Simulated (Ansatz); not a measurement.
An input meant for SiEt(OAc)3 (C₈H₁₄O₆Si) (charge 0, singlet; scaled by 1.12).

```yaml
crystal:
  periodic: [false, false, false]
  atoms:
    - {symbol: Si, position_ang: [-0.095848, 0.085358, 2.507612]}
    - {symbol: C, position_ang: [-0.095848, -0.214642, 2.457612]}
    - {symbol: C, position_ang: [0.899761, -1.478242, 3.069175]}
    - {symbol: H, position_ang: [-1.300097, -0.426578, 2.690881]}
    - {symbol: H, position_ang: [0.190060, 0.877912, 2.977985]}
    - {symbol: H, position_ang: [0.746585, -1.615480, 4.293761]}
    - {symbol: H, position_ang: [0.635005, -2.567853, 2.533915]}
    - {symbol: H, position_ang: [2.105267, -1.247818, 2.872402]}
    - {symbol: O, position_ang: [1.835051, 0.236613, -0.262241]}
    - {symbol: C, position_ang: [2.721161, 1.360259, 0.269317]}
    - {symbol: C, position_ang: [4.223681, 1.394487, -0.497706]}
    - {symbol: O, position_ang: [2.307191, 2.217522, 1.245098]}
    - {symbol: H, position_ang: [4.937191, 2.268421, 0.006791]}
    - {symbol: H, position_ang: [4.062608, 1.624020, -1.707404]}
    - {symbol: H, position_ang: [4.770682, 0.283987, -0.414183]}
    - {symbol: O, position_ang: [-0.858094, 1.582442, -0.306587]}
    - {symbol: C, position_ang: [-2.383281, 1.556731, -0.352317]}
    - {symbol: C, position_ang: [-3.009016, 2.797585, -1.300945]}
    - {symbol: O, position_ang: [-3.106781, 0.594408, 0.290920]}
    - {symbol: H, position_ang: [-4.235079, 2.866274, -1.161823]}
    - {symbol: H, position_ang: [-2.734986, 2.539620, -2.485279]}
    - {symbol: H, position_ang: [-2.467041, 3.877755, -1.024829]}
    - {symbol: O, position_ang: [-0.509982, -1.575398, -0.419514]}
    - {symbol: C, position_ang: [-1.085741, -1.737644, -1.828549]}
    - {symbol: C, position_ang: [-1.530451, -3.339852, -2.122451]}
    - {symbol: O, position_ang: [-1.223789, -0.704427, -2.700964]}
    - {symbol: H, position_ang: [-1.900874, -3.467843, -3.294627]}
    - {symbol: H, position_ang: [-2.453785, -3.652350, -1.351953]}
    - {symbol: H, position_ang: [-0.582090, -4.102174, -1.878049]}
basis:
  gaussian: {orbitals: "6-31G*", fitting: {mean_field: def2-universal-jkfit}}
hamiltonian: {xc: {name: revPBE}, dispersion: d3bjatm}
output: {forces: true}
```

```sh
$ ansatz run in.yaml --threads 4 --pin off --events-out ev --progress --plain --max-ram 6963MiB
```

It prints (some lines left out):

```
Functional definition: revPBE
1442 factors; integrals over basis functions are off by at most 7.5e-2 eV
mean field evaluation 1: about -27604.7726 eV, gradient 1.7e2 eV
mean field evaluation 2: about -27106.8479 eV, gradient 4.1e2 eV
mean field evaluation 4: about -27598.0087 eV, gradient 1.5e2 eV
mean field evaluation 8: about -27664.5798 eV, gradient 4.1e0 eV
mean field evaluation 16: about -27664.8886 eV, gradient 2.7e-5 eV
mean field evaluation 32: about -27641.6454 eV, gradient 6.3e1 eV
mean field evaluation 64: about -27653.4637 eV, gradient 3.1e1 eV
mean field evaluation 96: about -27659.0203 eV, gradient 1.6e1 eV
mean field evaluation 128: about -27664.4683 eV, gradient 2.2e0 eV
mean field -27664.93373750 eV, -1016.6675628875 hartree, gradient 1.1e-5 eV, S^2 0.000000; 7 other end points of the search recorded, 0 dependent functions left out
reference -27664.93380083 eV, -1016.6675652147 hartree; 62, 62 occupied and 195, 195 virtual orbitals, 1442 factors
Total energy: -27666.46937625 eV, -1016.7239965708 hartree
Atom 0 at    -0.095848     0.085358     2.507612 Å, force   -12.970487  7203.683298  1177.147243 eV/Å
Atom 1 at    -0.095848    -0.214642     2.457612 Å, force     8.699891 -7222.765792 -1194.726417 eV/Å
Atom 2 at     0.899761    -1.478242     3.069175 Å, force     6.143492    -6.029109     2.004954 eV/Å
Atom 3 at    -1.300097    -0.426578     2.690881 Å, force    -7.294298     0.725855     0.195540 eV/Å
Atom 4 at     0.190060     0.877912     2.977985 Å, force     8.208264    21.919359    14.912570 eV/Å
Atom 5 at     0.746585    -1.615480     4.293761 Å, force     0.124046     0.672520    -3.050373 eV/Å
Atom 6 at     0.635005    -2.567853     2.533915 Å, force     0.216927     3.070609     0.742206 eV/Å
Atom 7 at     2.105267    -1.247818     2.872402 Å, force    -2.998239    -0.524669     0.271283 eV/Å
Atom 8 at     1.835051     0.236613    -0.262241 Å, force     3.289087     4.754988     3.113910 eV/Å
Atom 9 at     2.721161     1.360259     0.269317 Å, force    -2.424624    -1.153248     0.256560 eV/Å
Atom 10 at     4.223681     1.394487    -0.497706 Å, force     0.070504     0.165943    -0.143851 eV/Å
Atom 11 at     2.307191     2.217522     1.245098 Å, force     1.438009    -4.187373    -3.965550 eV/Å
Atom 12 at     4.937191     2.268421     0.006791 Å, force    -1.766095    -2.163978    -1.231625 eV/Å
Atom 13 at     4.062608     1.624020    -1.707404 Å, force     0.296116    -0.517724     3.068196 eV/Å
Atom 14 at     4.770682     0.283987    -0.414183 Å, force    -1.459101     2.757002    -0.081516 eV/Å
Atom 15 at    -0.858094     1.582442    -0.306587 Å, force    -5.670654    -0.531103     0.392120 eV/Å
Atom 16 at    -2.383281     1.556731    -0.352317 Å, force     1.333669    -2.083533     1.508432 eV/Å
Atom 17 at    -3.009016     2.797585    -1.300945 Å, force     0.099260    -0.160734    -0.321149 eV/Å
Atom 18 at    -3.106781     0.594408     0.290920 Å, force     3.850521     4.492338    -2.787941 eV/Å
Atom 19 at    -4.235079     2.866274    -1.161823 Å, force     3.052178    -0.203496    -0.277560 eV/Å
Atom 20 at    -2.734986     2.539620    -2.485279 Å, force    -0.690020     0.561734     2.978912 eV/Å
Atom 21 at    -2.467041     3.877755    -1.024829 Å, force    -1.330028    -2.761463    -0.558335 eV/Å
Atom 22 at    -0.509982    -1.575398    -0.419514 Å, force    -2.439641    -0.008423    -5.258282 eV/Å
Atom 23 at    -1.085741    -1.737644    -1.828549 Å, force     0.685344     2.100356     1.056306 eV/Å
Atom 24 at    -1.530451    -3.339852    -2.122451 Å, force    -0.125109    -0.057596     0.041872 eV/Å
Atom 25 at    -1.223789    -0.704427    -2.700964 Å, force     0.746046    -5.006877     4.401669 eV/Å
Atom 26 at    -1.900874    -3.467843    -3.294627 Å, force     0.934722     0.338963     2.893977 eV/Å
Atom 27 at    -2.453785    -3.652350    -1.351953 Å, force     2.258819     0.893252    -1.928346 eV/Å
Atom 28 at    -0.582090    -4.102174    -1.878049 Å, force    -2.278596     2.018902    -0.654808 eV/Å
Dipole moment:     0.293740    -0.560019     1.505170 e Å
```

Problem. Something in this input is off. What?

Solution. One atom was put on top of another. The calculation finished and met its thresholds. The result belongs to that input, not to the species as meant.
